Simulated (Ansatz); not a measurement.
Program: Ansatz. Geometries: PBE0-D4/def2-TZVP. ΔE: electronic, gas phase. CCSD(T)/CBS adds triple-zeta CCSD(T) − MP2 to the extrapolated MP2 energy (def2 sets, frozen cores). This one scheme is used for every species. DFT in def2-TZVPP. B3LYP here is the variant with VWN-RPA as its local correlation; programs differ in this. One conformer a species, not always the lowest.

Consider the cleavage of the Si–B bond: `NB(S)[SiH2][SiH3]` + `OBF` → `FBO[SiH2][SiH3]` + `NBS`.

**Question.** Is it downhill or uphill in electronic energy at CCSD(T)/CBS, and by how much? (Best estimate.)

**Answer.** The calculation gave: Downhill: ΔE = -89.5 kJ/mol.

**Question.** What do these levels give: PBE-D4, r2SCAN-D4, B2PLYP, PBE0, B3LYP, CCSD/def2-TZVPP, CCSD(T)/def2-TZVPP, MP2/def2-QZVPP, SCS-MP2/def2-QZVPP, HF/CBS(def2), MP2/CBS(def2), CCSD/CBS(def2)? (Best estimate.)

**Answer.** Computed: PBE-D4 -67.6, r2SCAN-D4 -86.0, B2PLYP -95.8, PBE0 -77.9, B3LYP -96.0, CCSD/def2-TZVPP -93.1, CCSD(T)/def2-TZVPP -88.0, MP2/def2-QZVPP -92.4, SCS-MP2/def2-QZVPP -98.9, HF/CBS(def2) -123.5, MP2/CBS(def2) -92.2, CCSD/CBS(def2) -94.6 kJ/mol.

Largest T1 diagnostic among the species: 0.014.

The D4 term adds +5.1 kJ/mol with B3LYP and +3.1 kJ/mol with PBE0; it sums over pairs of atoms, weighted by their polarisabilities, and B3LYP, whose exchange is more repulsive, gets the larger term. In def2-TZVPP, CCSD(T) changes the Hartree–Fock value by +32.8 kJ/mol (the triples alone add +5.1 kJ/mol) and MP2 by +30.1 kJ/mol. From PBE to PBE0 (25 % exact exchange), in def2-TZVPP and without D4, ΔE moves by −7.1 kJ/mol.
